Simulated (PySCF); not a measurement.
Species: Mo(CH)Cl3, CHCl3Mo (singlet state).
SMILES: `[CH]#[Mo]([Cl])([Cl])[Cl]`

Theory: PBE0-D3(BJ)/def2-SVP geometry optimisation, gas phase, def2 core potentials past Kr (PySCF).

Take the most abundant isotopes and a rigid rotor. 

Question: What are A, B and C (MHz)?

Answer: Ia = 317.23, Ib = 320.32, Ic = 503.43 u·Å²; 505379 MHz·u·Å²/I gives A = 1593, B = 1578, C = 1004 MHz.

Question: Classify the top.

Answer: An oblate symmetric top, as the point group C3v requires two equal moments; the computed ones differ by 0.97 % because the geometry is symmetric only within the optimiser's tolerance; Ray's κ = 0.948.

Question: Is it planar, by Δ = Ic − Ia − Ib?

Answer: Not planar: Δ = Ic − Ia − Ib = -134.12 u·Å². For a rigid frame Δ = −2 Σ m c², so Σ m c² = 67.06 u·Å² lies off the ab plane: 8.72 from hydrogen and 58.34 from heavier atoms. The atom farthest from that plane is 2.94 Å away.

Question: Give the other two planar moments, Paa and Pbb, and the rms extents of the mass along the axes.

Answer: Paa = Σ m a² = (Ib + Ic − Ia)/2 = 253.26 and Pbb = Σ m b² = (Ia + Ic − Ib)/2 = 250.17 u·Å². With the mass M = 215.82 u, the rms extents √(P/M) along a, b and c are 1.08, 1.08, 0.56 Å.

Question: Where do the R-branch lines fall?

Answer: The dipole of 1.27 D lies along the symmetry axis, so ΔK = 0 and J+1 ← J falls at 2B(J+1) for every K: 3.17 GHz, 6.34 GHz, 9.51 GHz, 12.68 GHz, 15.85 GHz for J = 0 to 4.

Question: Estimate the classical rotational partition function at 25 K, 100 K and 200 K.

Answer: Point group C3v, symmetry number σ = 3; q = (√π/σ)·√((kT/h)³/(ABC)), k/h = 20836.6 MHz/K: 4420 at 25 K, 35400 at 100 K, 100000 at 200 K.

Stationary, but not proved a minimum. Constants of a rigid frame at the computed geometry: no zero-point averaging, no centrifugal distortion.
